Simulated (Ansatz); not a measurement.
**Nudged elastic band run: CH3Al2N**

input.yaml

```yaml
crystal:
  periodic: [false, false, false]
  atoms:
    - { symbol: Al, position_ang: [-1.518619, 1.366301, -0.540366] }
    - { symbol: Al, position_ang: [0.246073, -0.318229, 0.110844] }
    - { symbol: C, position_ang: [1.45627, -1.642982, 0.58883] }
    - { symbol: "N", position_ang: [2.063891, -0.534939, 0.465419] }
    - { symbol: H, position_ang: [-1.849405, 1.590496, -2.063764] }
    - { symbol: H, position_ang: [-2.301205, 2.150137, 0.579461] }
    - { symbol: H, position_ang: [1.902995, -2.610783, 0.859576] }
basis:
  gaussian: { orbitals: def2-SVP }
hamiltonian:
  xc: { name: BHLYP }
  dispersion: d4
neb:
  order_check: false
  images: 5
  f_tol: 0.03
  max_iterations: 60
  final_atoms:
    - { symbol: Al, position_ang: [-1.45285653, 1.43352366, -0.54562471] }
    - { symbol: Al, position_ang: [0.3352132, -0.22687989, 0.10398032] }
    - { symbol: C, position_ang: [1.72977411, -1.35818568, 0.57636773] }
    - { symbol: "N", position_ang: [0.64448609, -2.01605331, 0.5282883] }
    - { symbol: H, position_ang: [-1.77096417, 1.68230471, -2.06808752] }
    - { symbol: H, position_ang: [-2.21097506, 2.23703399, 0.5769025] }
    - { symbol: H, position_ang: [2.72532236, -1.75174248, 0.82817338] }
  initial_path:
    images:
      - { positions_ang: [[-1.518619, 1.366301, -0.540366], [0.246073, -0.318229, 0.110844], [1.45627, -1.642982, 0.58883], [2.063891, -0.534939, 0.465419], [-1.849405, 1.590496, -2.063764], [-2.301205, 2.150137, 0.579461], [1.902995, -2.610783, 0.859576]] }
      - { positions_ang: [[-1.49266874, 1.36587035, -0.55612404], [0.17427971, -0.38547462, 0.1234287], [1.56134908, -1.51350166, 0.57211933], [1.63637219, -1.05317079, 0.54607492], [-1.85283048, 1.65657276, -2.05645433], [-2.22553964, 2.20366189, 0.5508648], [2.19903788, -2.27395693, 0.82009062]] }
      - { positions_ang: [[-1.46671849, 1.36543969, -0.57188209], [0.10248643, -0.45272024, 0.1360134], [1.66642816, -1.38402132, 0.55540867], [1.20885337, -1.57140259, 0.62673084], [-1.85625596, 1.72264951, -2.04914465], [-2.14987428, 2.25718678, 0.52226859], [2.49508077, -1.93713085, 0.78060524]] }
      - { positions_ang: [[-1.44076823, 1.36500904, -0.58764013], [0.03069314, -0.51996585, 0.1485981], [1.77150724, -1.25454097, 0.538698], [0.78133456, -2.08963438, 0.70738676], [-1.85968143, 1.78872627, -2.04183498], [-2.07420892, 2.31071168, 0.49367239], [2.79112365, -1.60030478, 0.74111986]] }
      - { positions_ang: [[-1.44479766, 1.38784725, -0.57363499], [0.13219983, -0.42227053, 0.13372551], [1.75759619, -1.28908921, 0.55125458], [0.7357184, -2.06510736, 0.64768728], [-1.83010901, 1.75325242, -2.05058583], [-2.11979763, 2.28615245, 0.52141576], [2.76918989, -1.65078401, 0.7701377]] }
      - { positions_ang: [[-1.4488271, 1.41068545, -0.55962985], [0.23370651, -0.32457521, 0.11885292], [1.74368515, -1.32363745, 0.56381116], [0.69010225, -2.04058033, 0.58798779], [-1.80053659, 1.71777857, -2.05933667], [-2.16538635, 2.26159322, 0.54915913], [2.74725612, -1.70126325, 0.79915554]] }
      - { positions_ang: [[-1.45285653, 1.43352366, -0.54562471], [0.3352132, -0.22687989, 0.10398032], [1.72977411, -1.35818568, 0.57636773], [0.64448609, -2.01605331, 0.5282883], [-1.77096417, 1.68230471, -2.06808752], [-2.21097506, 2.23703399, 0.5769025], [2.72532236, -1.75174248, 0.82817338]] }
```

Launched with:

```bash
$ ansatz run input.yaml --threads 1 --pin off --max-ram 2048MiB --backend cpu --events-out ev --progress --plain --runs-dir out
```

Output, in part (warnings, iteration lines, the closing report on the highest movable image, with atoms numbered from 0):

```
NEB end point (image 0): max|allowed force component| = 1.215e-2 eV/Å (the criterion of neb.relax_end_points is 1.000e-2)
NEB end point (image 6): max|allowed force component| = 1.615e-2 eV/Å (the criterion of neb.relax_end_points is 1.000e-2)
NEB iter   1: max|band force component| = 9.416e2 eV/Å  barrier→ = 192.1184 eV  barrier← = 192.1184 eV  Δτ_max = 0.2000 Å  (269 SCF iters)
NEB iter   2: max|band force component| = 6.601e2 eV/Å  barrier→ = 136.3748 eV  barrier← = 136.3748 eV  Δτ_max = 0.2000 Å  (191 SCF iters)
NEB iter   3: max|band force component| = 2.547e2 eV/Å  barrier→ = 50.7688 eV  barrier← = 50.7688 eV  Δτ_max = 0.2000 Å  (187 SCF iters)
NEB iter   4: max|band force component| = 1.190e2 eV/Å  barrier→ = 23.3669 eV  barrier← = 23.3669 eV  Δτ_max = 0.1813 Å  (187 SCF iters)
NEB iter   5: max|band force component| = 5.055e1 eV/Å  barrier→ = 11.6078 eV  barrier← = 11.6079 eV  Δτ_max = 0.1923 Å  (190 SCF iters)
NEB iter   6: max|band force component| = 2.338e1 eV/Å  barrier→ = 6.5214 eV  barrier← = 6.5215 eV  Δτ_max = 0.1895 Å  (193 SCF iters)
NEB iter   7: max|band force component| = 1.930e1 eV/Å  barrier→ = 5.8264 eV  barrier← = 5.8265 eV  Δτ_max = 0.1007 Å  (191 SCF iters)
NEB iter   8: max|band force component| = 1.079e1 eV/Å  barrier→ = 5.0142 eV  barrier← = 5.0142 eV  Δτ_max = 0.1030 Å  (179 SCF iters)
NEB iter   9: max|band force component| = 7.871e0 eV/Å  barrier→ = 4.1662 eV  barrier← = 4.1662 eV  Δτ_max = 0.1016 Å  (184 SCF iters)
NEB iter  10: max|band force component| = 6.367e0 eV/Å  barrier→ = 3.1907 eV  barrier← = 3.1907 eV  Δτ_max = 0.1010 Å  (183 SCF iters)
NEB iter  11: max|band force component| = 4.719e0 eV/Å  barrier→ = 2.7962 eV  barrier← = 2.7962 eV  Δτ_max = 0.2000 Å  (190 SCF iters)
NEB iter  12: max|band force component| = 4.108e0 eV/Å  barrier→ = 2.0554 eV  barrier← = 2.0554 eV  Δτ_max = 0.2000 Å  (208 SCF iters)
NEB iter  13: max|band force component| = 3.663e0 eV/Å  barrier→ = 1.1974 eV  barrier← = 1.1974 eV  Δτ_max = 0.0991 Å  (173 SCF iters)
NEB iter  14: max|band force component| = 2.343e0 eV/Å  barrier→ = 0.6454 eV  barrier← = 0.6454 eV  Δτ_max = 0.1007 Å  (169 SCF iters)
NEB iter  15: max|band force component| = 1.950e0 eV/Å  barrier→ = 0.2998 eV  barrier← = 0.2998 eV  Δτ_max = 0.1033 Å  (175 SCF iters)
NEB iter  16: max|band force component| = 1.328e0 eV/Å  barrier→ = 0.1421 eV  barrier← = 0.1421 eV  Δτ_max = 0.1007 Å  (169 SCF iters)
NEB iter  17: max|band force component| = 5.139e-1 eV/Å  barrier→ = 0.1134 eV  barrier← = 0.1134 eV  Δτ_max = 0.1205 Å  (177 SCF iters)
NEB iter  18: max|band force component| = 3.041e-1 eV/Å  barrier→ = 0.1135 eV  barrier← = 0.1136 eV  CI = image 3  Δτ_max = 0.0687 Å  (178 SCF iters)
NEB iter  19: max|band force component| = 1.887e-1 eV/Å  barrier→ = 0.1132 eV  barrier← = 0.1132 eV  CI = image 3  Δτ_max = 0.0463 Å  (152 SCF iters)
NEB iter  20: max|band force component| = 9.166e-2 eV/Å  barrier→ = 0.1132 eV  barrier← = 0.1132 eV  CI = image 3  Δτ_max = 0.0176 Å  (149 SCF iters)
NEB iter  21: max|band force component| = 2.707e-2 eV/Å  barrier→ = 0.1132 eV  barrier← = 0.1132 eV  CI = image 3  Δτ_max = 0.0000 Å  (279 SCF iters)
Total energy: -15759.56660310 eV, -579.1533904461 hartree
Atom 0 at    -1.498376     1.383950    -0.596357 Å, force    -0.000357    -0.000614     0.000812 eV/Å
Atom 1 at     0.324362    -0.282053     0.069361 Å, force    -0.001768     0.000217     0.001583 eV/Å
Atom 2 at     1.691922    -1.481842     0.387195 Å, force     0.004640    -0.002248     0.001187 eV/Å
Atom 3 at     1.042439    -1.259250     1.465768 Å, force    -0.000767     0.001188    -0.003059 eV/Å
Atom 4 at    -1.593881     1.880679    -2.087578 Å, force     0.000217     0.000226    -0.000420 eV/Å
Atom 5 at    -2.522838     1.912932     0.475838 Å, force     0.000232     0.000301    -0.000250 eV/Å
Atom 6 at     2.556371    -2.154414     0.285773 Å, force    -0.002198     0.000929     0.000146 eV/Å
Dipole moment:    -0.298977     0.373850    -0.463372 e Å
```

The run converged. A vibrational analysis at the climbing image gives one clearly imaginary mode, 151i cm⁻¹: a first-order saddle point.

Final band (atoms are numbered from 1 in the order of the input):

```csv
image,path coordinate (Å),energy (eV),dihedral H5–Al1–Al2–N4 (°)
0,0.00,0.000,91
1,0.53,0.027,119
2,1.06,0.084,148
3,1.60,0.113,-180
4,2.13,0.083,-148
5,2.67,0.026,-118
6,3.20,0.000,-91
```

The run took 5.3 min on 1 thread of Arm Neoverse V1 (shared host), peak memory 0.15 GiB.
